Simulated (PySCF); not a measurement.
**Levels of Sb⁴⁺ from EOM-EA-GCCSD**

Reference: closed-shell Sb⁵⁺, [Kr] 4d10; one electron is added. Calculated with PySCF 2.14, two-component X2C-1e with screened spin-orbit coupling, x2c-TZVPPall-2c with one added diffuse shell each of s, p, d, f type (9s10p6d3f, 90 functions); frozen [Ar] 3d10; the 6 highest virtual spinors dropped; of the others 110 kept and the rest restored at second order. No Breit or QED terms. Binding energies in eV.

| level | Koopmans | second order | EOM-CCSD |
| --- | --- | --- | --- |
| 5s1/2 | 53.306 | 54.662 | 54.660 |
| 5p1/2 | 43.548 | 44.570 | 44.580 |
| 5p3/2 | 42.484 | 43.454 | 43.466 |
| 5d3/2 | 29.072 | 29.456 | 29.479 |
| 6s1/2 | 26.623 | 27.022 | 27.016 |
| 6p1/2 | 22.927 | 23.270 | 23.273 |
| 6p3/2 | 22.498 | 22.839 | 22.843 |

Electric-dipole lines between these computed levels:

| lower | upper | ΔE (eV) | vacuum wavelength (nm) |
| --- | --- | --- | --- |
| 5s1/2 | 5p1/2 | 10.080 | 123.0 |
| 5s1/2 | 5p3/2 | 11.193 | 110.8 |
| 5s1/2 | 6p1/2 | 31.387 | 39.50 |
| 5s1/2 | 6p3/2 | 31.817 | 38.97 |
| 5p1/2 | 5d3/2 | 15.101 | 82.10 |
| 5p1/2 | 6s1/2 | 17.564 | 70.59 |
| 5p3/2 | 5d3/2 | 13.987 | 88.64 |
| 5p3/2 | 6s1/2 | 16.450 | 75.37 |
| 5d3/2 | 6p1/2 | 6.206 | 199.8 |
| 5d3/2 | 6p3/2 | 6.636 | 186.8 |
| 6s1/2 | 6p1/2 | 3.744 | 331.2 |
| 6s1/2 | 6p3/2 | 4.173 | 297.1 |

For comparison, the ionisation energy of Sb⁴⁺ is 55 ± 0.1 eV (semi-empirical (NIST evaluation); NIST Atomic Spectra Database, ionization energies).

Only part of the computed levels is shown.

The highest levels are limited by the diffuse functions of the basis.
